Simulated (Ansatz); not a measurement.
`PO[AsH2]` + H₂ → PH₃ + `O[AsH2]`  (hydrogenolysis of a P–O bond)

Isolated molecules relaxed with PBE0-D4/def2-TZVP in Ansatz; ΔE leaves out vibrations. CCSD(T)/CBS adds triple-zeta CCSD(T) − MP2 to the extrapolated MP2 energy (def2 sets, frozen cores). This one scheme is used for every species. DFT in def2-TZVPP. For As outer-core shells are correlated without core-valence functions, which leaves a few kJ/mol of doubt a bond. Scalar relativity is left out up to krypton. One conformer a species, not always the lowest.

CCSD(T)/CBS gives -35.3 kJ/mol.

(1) Another level gave -38.9 kJ/mol. Which?
A. r2SCAN/def2-TZVPP
B. SCS-MP2/def2-TZVPP
C. LC-ωPBE/def2-TZVPP
D. BLYP-D4/def2-TZVPP

Largest T1 diagnostic among the species: 0.013.

Answers

(1) A. r2SCAN -38.9, LC-ωPBE -43.9, BLYP-D4 -28.3, SCS-MP2/def2-TZVPP -34.1 kJ/mol.

From r2SCAN to r2SCAN0 (25 % exact exchange), in def2-TZVPP and without D4, ΔE moves by −3.2 kJ/mol. At CCSD(T), def2-SVP lies −19.1 kJ/mol from the extrapolated value and def2-TZVPP −4.9 kJ/mol. In def2-TZVPP, CCSD(T) changes the Hartree–Fock value by +5.9 kJ/mol (the triples alone add +3.4 kJ/mol) and MP2 by +12.3 kJ/mol.
